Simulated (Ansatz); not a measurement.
Geometry optimisation, RKS B3LYP-D4/STO-3G (Ansatz 0.2.0).

input.yaml

```yaml
crystal:
  periodic: [false, false, false]
  atoms:
    - { symbol: C, position_ang: [0.2716, -2.5355, 0.0538] }
    - { symbol: S, position_ang: [-0.6371, -1.0691, -0.7016] }
    - { symbol: C, position_ang: [0.0012, 0.1432, 0.4747] }
    - { symbol: B, position_ang: [-0.4416, 1.601, 0.134] }
    - { symbol: "N", position_ang: [-0.1766, 2.2262, -1.2186] }
    - { symbol: F, position_ang: [-1.328, 2.318, 1.0979] }
    - { symbol: H, position_ang: [-0.0054, -3.4032, -0.527] }
    - { symbol: H, position_ang: [-0.0623, -2.6072, 1.0885] }
    - { symbol: H, position_ang: [1.3258, -2.3208, 0.0456] }
    - { symbol: H, position_ang: [1.1451, 0.1556, 0.4609] }
    - { symbol: H, position_ang: [-0.295, -0.1282, 1.5381] }
    - { symbol: H, position_ang: [0.8768, 2.3718, -1.209] }
    - { symbol: H, position_ang: [-0.6539, 3.2136, -1.2225] }
basis:
  gaussian: { orbitals: STO-3G }
hamiltonian:
  xc: b3lyp
  dispersion: d4
relax:
  f_tol: 0.02
  max_steps: 40
output:
  orbitals: {}
```

Launched with:

```bash
$ ansatz run input.yaml --threads 1 --pin off --max-ram 2048MiB --backend cpu --events-out ev --progress --plain --runs-dir out
```

Question: Where does it end, and by what steps?

Answer: The forces met the threshold. Limits of this set-up: minimal basis. After 27 steps the energy has fallen by 1.455 eV; H12 moved furthest, 1.32 Å.

| step | energy less start (eV) | largest force component (eV/Å) | accepted |
| --- | --- | --- | --- |
| 0 | 0.0000 | 4.202 | yes |
| 1 | -0.9321 | 2.158 | yes |
| 2 | -1.0856 | 3.136 | yes |
| 3 | -1.3458 | 1.282 | yes |
| 4 | -1.3884 | 0.506 | yes |
| 5 | -1.4081 | 0.304 | yes |
| 6 | -1.4125 | 0.352 | yes |
| 7 | -1.4211 | 0.168 | yes |
| 8 | -1.4269 | 0.048 | yes |
| 9 | -1.4276 | 0.041 | yes |
| 10 | -1.4274 | 0.167 | no |
| 11 | -1.4279 | 0.027 | yes |
| 12 | -1.4286 | 0.086 | yes |
| 13 | -1.4288 | 0.214 | yes |
| 14 | -1.4301 | 0.159 | yes |
| 15 | -1.4320 | 0.078 | yes |
| 16 | -1.4353 | 0.125 | yes |
| 17 | -1.4365 | 0.216 | yes |
| 18 | -1.4398 | 0.158 | yes |
| 19 | -1.4447 | 0.112 | yes |
| 20 | -1.4451 | 0.386 | yes |
| 21 | -1.4489 | 0.282 | yes |
| 22 | -1.4491 | 0.187 | yes |
| 23 | -1.4527 | 0.104 | yes |
| 24 | -1.4540 | 0.098 | yes |
| 25 | -1.4549 | 0.072 | yes |
| 26 | -1.4553 | 0.046 | yes |
| 27 | -1.4554 | 0.015 | yes |

```xyz
13
Properties=species:S:1:pos:R:3
C 0.383 -2.396 -0.072
S -0.334 -0.874 -0.777
C -0.106 0.213 0.682
B -0.390 1.753 0.315
N -0.228 2.177 -1.019
F -0.755 2.623 1.251
H 0.338 -3.190 -0.833
H -0.172 -2.742 0.816
H 1.438 -2.260 0.219
H 0.933 0.115 1.049
H -0.754 -0.116 1.514
H 0.043 1.514 -1.771
H -0.376 3.147 -1.359
```

Time of the run: 86 s on 1 CPU thread of a shared host.
